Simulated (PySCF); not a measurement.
Computed shifts of a molecule C6H6, PBE0/pcSseg-1 (PySCF), GIAO, gas phase, equivalent atoms averaged, in ppm (number of nuclei): ¹³C: 139.3 (2), 127.8 (2), 100.8 (2). ¹H: 6.40 (2), 6.26 (2), 6.10 (2). References: ¹³C against TMS (σ = 186.3 ppm); ¹H against TMS (σ = 31.56 ppm), references at their B3LYP-D3(BJ)/def2-TZVP geometries, non-relativistic. Geometry optimised at PBE0-D3(BJ)/def2-SVP. Other conformers were not sampled.

### Question
Identify the compound among the candidates.
(A) C#C/C=C\C=C
(B) C#CCC=C=C
(C) c1ccccc1
(D) C=CC#CC=C

### Answer
D, C=CC#CC=C
